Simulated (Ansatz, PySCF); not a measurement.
System: CH$_{3}$Te, charge 0, doublet. CH3Te (SMILES C[Te], doublet).
B3LYP-D3(BJ)/def2-TZVP minimum from Ansatz (a program for electronic structure):
```xyz
5

Te     0.2547     0.0887    -0.2003
C     -1.3803    -0.4786     1.0935
H     -1.0225    -1.1553     1.8637
H     -2.1075    -0.9922     0.4653
H     -1.8339     0.4091     1.5241
```
Charge 0, spin multiplicity 2.

Atomisation energy term by term, kcal/mol (programs: Ansatz). Radicals and triplets start from unrestricted determinants; spin-orbit coupling is neglected. Cores are frozen in correlated methods (noble-gas shells, and filled d and f shells in the p block). Past Kr the def2 sets carry scalar-relativistic core potentials. CBS(X,Y): correlation extrapolated as X^-3, Hartree-Fock from the larger set. A bracket is a step between two methods taken in the basis named. For partners of very few electrons the exact lower level stands in for a higher one. Spin-orbit terms, left out, reach several kcal/mol for Br and I, and more for heavier atoms.

| term | basis | kcal/mol |
|---|---|---|
| Hartree-Fock | def2-QZVPP | 268.12 |
| CCSD correlation | CBS(def2-TZVPP,def2-QZVPP) | 90.37 |
| (T) | CBS(def2-TZVPP,def2-QZVPP) | 5.24 |
| CCSDT(Q) - CCSD(T) | def2-TZVPP | 0.17 |
| minus zero-point energy | Hessian by PySCF at B3LYP-D3(BJ)/def2-TZVP | -21.69 |
| sum: D0 |  | 342.2 |

The step beyond CCSD(T) by other levels: CCSDT(Q) in def2-SVP 0.28 kcal/mol.
